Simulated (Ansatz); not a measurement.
Frontier orbitals of H₅NSSi₂, SMILES `N[SiH]1[SiH2]S1`.

```xyz
9

N    -0.292   -1.532   -0.983
Si    0.176    0.077   -0.677
Si   -0.255    1.182    1.225
S     1.750    0.558    0.721
H    -0.489   -2.170   -0.230
H     0.063   -2.011   -1.796
H     0.338    0.744   -1.987
H    -0.461    2.649    1.313
H    -0.831    0.504    2.413
```

The species carries charge 0 and has multiplicity 1. All single points use the PBE0-D4/def2-TZVP geometry. It is one conformer, not always the lowest. Basis def2-TZVPP, Ansatz.

Orbital energies of one run (eV). Highest occupied ones, from the top: -6.38, -6.92, -7.80, -8.90, -9.64, -10.08, -11.05, -13.61, -13.96, -14.39, -19.78, -23.79, -99.48, -99.49. Empty: -0.58, -0.51, 0.10, 0.63, 0.72, 0.93.

(1) Which functional gave them?
A. ωB97M-V
B. PBE0
C. HSE06 (plane-wave form)
D. revPBE

Answers

(1) C. HOMO energies: HSE06 -6.38, ωB97M-V -8.75, PBE0 -6.77, revPBE -5.64 eV.
